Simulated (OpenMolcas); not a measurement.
Computed levels of Te2+

- Program: OpenMolcas
- Method: CASSCF
- Basis: ANO-RCC-VTZP [7s6p4d2f1g]
- Scalar Hamiltonian: DKH2, point nucleus
- Active space: 4 electrons in 4 orbitals (5s 5p)
- State averaging: 2S+1 = 3 even, 6 roots; 2S+1 = 1 even, 12 roots kept (CI in the orbitals of an earlier block); 2S+1 = 5 odd, 1 root; 2S+1 = 3 odd, 9 roots kept (CI in the orbitals of an earlier block); 2S+1 = 1 odd, 8 roots kept (CI in the orbitals of an earlier block)
- Spin-orbit coupling: state interaction with AMFI integrals over the reference wave functions, term energies averaged over their components

Spin-free terms above the lowest, with the occupations of the reference:

| Configuration | Term | E (cm⁻¹) | Occupations |
| --- | --- | --- | --- |
| 5s² 5p² | ³P | 0.0 | 5s 1.98 5p 2.02 |
| 5s² 5p² | ¹D | 10873 | 5s 1.98 5p 2.02 |
| 5s² 5p² | ¹S | 21175 | 5s 1.92 5p 2.08 |
| 5s 5p³ | ⁵S° | 45393 | 5s 1.00 5p 3.00 |
| 5s 5p³ | ³D° | 82131 | 5s 1.00 5p 3.00 |
| 5s 5p³ | ³P° | 93186 | 5s 1.00 5p 3.00 |
| 5s 5p³ | ¹D° | 122441 | 5s 1.00 5p 3.00 |
| 5s 5p³ | ³S° | 126013 | 5s 1.00 5p 3.00 |
| 5s 5p³ | ¹P° | 133496 | 5s 1.00 5p 3.00 |
| 5p⁴ | ³P | 190972 | 5s 0.02 5p 3.98 |
| 5p⁴ | ¹D | 201845 | 5s 0.02 5p 3.98 |

With spin-orbit coupling, above the lowest level:

```csv
Configuration,Term,J,E (cm⁻¹),Measured (cm⁻¹),g,Term weight %,Second
5s² 5p²,³P,0,0.0,0.0,,94,6 ¹S
5s² 5p²,³P,1,4143,4757,1.501,100,
5s² 5p²,³P,2,7757,8167,1.446,89,11 ¹D
5s² 5p²,¹D,2,18620,17360,1.055,89,11 ³P
5s² 5p²,¹S,0,29454,30398,,94,6 ³P
5s 5p³,⁵S°,2,51413,64586,1.997,99,
5s 5p³,³D°,2,87213,83203,1.203,90,10 ³P°
5s 5p³,³D°,1,87397,82889,0.571,92,7 ³P°
5s 5p³,³D°,3,88682,85206,1.334,100,
5s 5p³,³P°,0,99738,96062,,100,
5s 5p³,³P°,1,100360,96582,1.437,93,7 ³D°
5s 5p³,³P°,2,101300,,1.464,87,10 ³D°
5s 5p³,¹D°,2,129431,,1.008,98,
5s 5p³,³S°,1,131032,114216,1.839,83,16 ¹P°
5s 5p³,¹P°,1,142243,,1.156,83,16 ³S°
5p⁴,³P,2,194300,,1.474,94,6 ¹D
5p⁴,³P,1,199932,,1.501,100,
5p⁴,³P,0,200746,,,95,5 ¹S
5p⁴,¹D,2,209220,,1.028,94,6 ³P
```

Against the 11 measured excited levels shown (the list in Zhang, Palmeri, Quinet and Biemont, Astron. Astrophys. 551, A136 (2013)) the mean absolute deviation is 4800 cm-1; the largest miss in energy is 5s 5p³ ³S°₁: computed 131032, measured 114216 cm⁻¹ (+14.7 %), and the largest in proportion 5s 5p³ ⁵S°₂ (-20.4 %).

Spin-orbit coupling puts the lowest level 6552 cm⁻¹ below the lowest spin-free term.

For ³P the intervals divided by the larger J are 4143.1, 1807.0 cm-1. Landé's interval rule makes them equal in pure LS coupling; they differ by 79 % of their mean. The multiplet is regular.

Terms from blocks run as CI alone lack orbitals of their own. Terms of s pⁿ other than that of highest spin mix with s² pⁿ⁻² d, which this space lacks; all of them can be thousands of cm-1 off, and some have no real level of that name. Measured partners are found by configuration, term and J. A level has none where our copy of the source lacks it or the pairing is in doubt (some pairs that miss far off the trend of their configuration count as doubtful), and it then counts in no deviation. Levels of configurations outside the active space are missing. Levels above the ionisation energy that NIST lists (27.84 eV) are left out.

The term weight is that of the spin-free term in the level, not the purity of its configuration. ° marks odd parity.
